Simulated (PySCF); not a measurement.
# CAM-B3LYP on K⁺ (potassium, charge +1)

Configuration: [Ar], closed-shell 1S. Computed with PySCF 2.14 in ANO-RCC-VTZP, with scalar relativity by spin-free X2C-1e.

```
Total energy                        : -602.091 hartree
One-electron energy                 : -822.918 hartree
Hartree (Coulomb) energy            : 254.377 hartree
Exchange-correlation energy         : -33.550 hartree
⟨S²⟩                                : 0.0000
⟨L²⟩                                : 0.000
Sum of ⟨r⟩                          : 14.14 bohr
Sum of ⟨r²⟩                         : 19.53 bohr²
Langevin diamagnetic susceptibility : -15.5 ×10⁻⁶ cm³/mol
```

| shell | electrons | mean orbital energy (eV) | rms radius, mean of both spins (bohr) |
| --- | --- | --- | --- |
| 1s | 2 | -3555.7 | 0.0937 |
| 2s | 2 | -370.43 | 0.421 |
| 2p | 6 | -295.41 | 0.390 |
| 3s | 2 | -46.258 | 1.37 |
| 3p | 6 | -28.367 | 1.56 |

Densities and radii are taken from the X2C orbitals without a picture-change correction, which distorts them close to the nucleus.
